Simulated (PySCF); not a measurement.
Computed shifts of a molecule CH8FNSi2, PySCF with PBE/pcSseg-1, GIAO, gas phase, equivalent atoms averaged, in ppm (number of nuclei): ¹⁵N: 42.9 (1). ¹³C: 31.3 (1). ²⁹Si: 9.9 (1), -73.6 (1). ¹⁹F: -291.9 (1). ¹H: 6.10 (2), 3.96 (1), 3.71 (1), 3.17 (1), 3.02 (1), 0.34 (2). References: ¹⁵N against NH3 (σ = 267.0 ppm); ¹³C against TMS (σ = 182.0 ppm); ²⁹Si against TMS (σ = 335.4 ppm); ¹⁹F against CFCl3 (σ = 133.6 ppm); ¹H against TMS (σ = 31.49 ppm), references at their B3LYP-D3(BJ)/def2-TZVP geometries, non-relativistic. Geometry optimised at PBE0-D3(BJ)/def2-SVP. Other conformers were not sampled.

Task: Which structure fits?
A. F[SiH2]NC[SiH3]
B. F[SiH2]CN[SiH3]
C. N[SiH2][SiH2]CF
D. NC[SiH2][SiH2]F

Result: D, NC[SiH2][SiH2]F
